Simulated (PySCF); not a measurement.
# Choosing a basis for TDDFT

Species: C4H6OSi.
SMILES: `C#C/C=C\O[SiH3]`

TDDFT with PBE0 (PySCF), vertical singlets, core orbitals frozen in the response, spherical d and f functions. Geometry: PBE0-D3(BJ)/def2-SVP, one conformer, isolated molecule.

How do the low singlets change with the basis? Take 6-31G*, def2-SVP, 6-31+G*, def2-SVPD, aug-cc-pVDZ, def2-TZVP and def2-TZVPD.

```json
{"basis": "6-31G*", "functions": "100", "diffuse": "no", "S1 (eV)": "5.26", "S2 (eV)": "5.52", "S3 (eV)": "5.56", "S4 (eV)": "6.04", "S5 (eV)": "6.88", "LUMO (eV)": "-0.12", "α (au)": "65.6"}
{"basis": "def2-SVP", "functions": "118", "diffuse": "no", "S1 (eV)": "5.46", "S2 (eV)": "5.49", "S3 (eV)": "5.54", "S4 (eV)": "6.05", "S5 (eV)": "6.98", "LUMO (eV)": "-0.44", "α (au)": "71.2"}
{"basis": "6-31+G*", "functions": "124", "diffuse": "yes", "S1 (eV)": "5.05", "S2 (eV)": "5.34", "S3 (eV)": "5.44", "S4 (eV)": "5.63", "S5 (eV)": "5.92", "LUMO (eV)": "-0.57", "α (au)": "77.4"}
{"basis": "def2-SVPD", "functions": "175", "diffuse": "yes", "S1 (eV)": "5.25", "S2 (eV)": "5.35", "S3 (eV)": "5.44", "S4 (eV)": "5.85", "S5 (eV)": "6.32", "LUMO (eV)": "-0.65", "α (au)": "83.5"}
{"basis": "aug-cc-pVDZ", "functions": "196", "diffuse": "yes", "S1 (eV)": "5.03", "S2 (eV)": "5.27", "S3 (eV)": "5.41", "S4 (eV)": "5.56", "S5 (eV)": "5.76", "LUMO (eV)": "-0.67", "α (au)": "85.8"}
{"basis": "def2-TZVP", "functions": "228", "diffuse": "no", "S1 (eV)": "5.26", "S2 (eV)": "5.36", "S3 (eV)": "5.43", "S4 (eV)": "5.83", "S5 (eV)": "6.61", "LUMO (eV)": "-0.61", "α (au)": "79.8"}
{"basis": "def2-TZVPD", "functions": "285", "diffuse": "yes", "S1 (eV)": "5.10", "S2 (eV)": "5.29", "S3 (eV)": "5.40", "S4 (eV)": "5.68", "S5 (eV)": "6.00", "LUMO (eV)": "-0.68", "α (au)": "85.3"}
```

States are compared by their number. Against the largest diffuse basis here (def2-TZVPD, itself not a converged limit), sets without diffuse functions differ by up to 0.36 eV in S1 and 0.98 eV in S5; the smaller diffuse sets differ by up to 0.15 and 0.32 eV. S1 is led by HOMO-1→LUMO (68%) in def2-SVP and by HOMO→LUMO+1 (94%) in def2-TZVPD. State by state, the largest deviation of a set without diffuse functions is S1 0.36, S2 0.23, S3 0.16, S4 0.37, S5 0.98 eV. The same number needn't mean the same state in each row. Against def2-TZVPD the polarisability deviates by -23% in 6-31G*, -17% in def2-SVP, -9% in 6-31+G*, -2% in def2-SVPD, +1% in aug-cc-pVDZ, -6% in def2-TZVP. A single + in a Pople set puts diffuse functions on heavy atoms only.
